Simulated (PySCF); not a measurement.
# Correlation energy of Se⁺ (selenium, charge +1)

[Ar] 3d10 4s2 4p3, high-spin 4S determinant. Computed with PySCF 2.14 in def2-QZVPPD, with no relativity, point nucleus. Frozen: [Ar] 3d10; 5 electrons correlated.

```
  level  correlation energy (mhartree)
   CCSD                         -94.92
    (T)                          -3.12
CCSD(T)                         -98.04
```

Diagnostics: T1 = 0.0029, D1 = 0.0060, largest double amplitude 0.040.

Cost of the coupled-cluster step: about 20 core-seconds, for 5 correlated electrons.

Iterations:

```
CC2 = 0
CCSD nocc = (np.int64(4), np.int64(1)), nmo = (84, 84)
frozen orbitals [[0, 1, 2, 3, 4, 5, 6, 7, 8, 9, 10, 11, 12, 13], [0, 1, 2, 3, 4, 5, 6, 7, 8, 9, 10, 11, 12, 13]]
max_cycle = 100
direct = 0
conv_tol = 1e-08
conv_tol_normt = 1e-06
diis_space = 8
diis_start_cycle = 0
Init t2, MP2 energy = -0.0818198056933018
Init E_corr(UCCSD) = -0.0818198057190561
cycle = 1  E_corr(UCCSD) = -0.0921656009698779  dE = -0.0103457953  norm(t1,t2) = 0.0325721
cycle = 2  E_corr(UCCSD) = -0.0941679103409187  dE = -0.00200230937  norm(t1,t2) = 0.00900751
cycle = 3  E_corr(UCCSD) = -0.094932715631775  dE = -0.000764805291  norm(t1,t2) = 0.0031434
cycle = 4  E_corr(UCCSD) = -0.0949177547878146  dE = 1.4960844e-05  norm(t1,t2) = 0.000400013
cycle = 5  E_corr(UCCSD) = -0.0949171136155912  dE = 6.41172223e-07  norm(t1,t2) = 4.11596e-05
cycle = 6  E_corr(UCCSD) = -0.0949170914014078  dE = 2.22141833e-08  norm(t1,t2) = 7.31905e-06
cycle = 7  E_corr(UCCSD) = -0.0949171299279656  dE = -3.85265577e-08  norm(t1,t2) = 1.74625e-06
cycle = 8  E_corr(UCCSD) = -0.0949171231566661  dE = 6.77129945e-09  norm(t1,t2) = 2.90289e-07
UCCSD converged
E(UCCSD) = -2399.654079748819  E_corr = -0.09491712315666612
UCCSD(T) correction = -0.00312382018274137
```
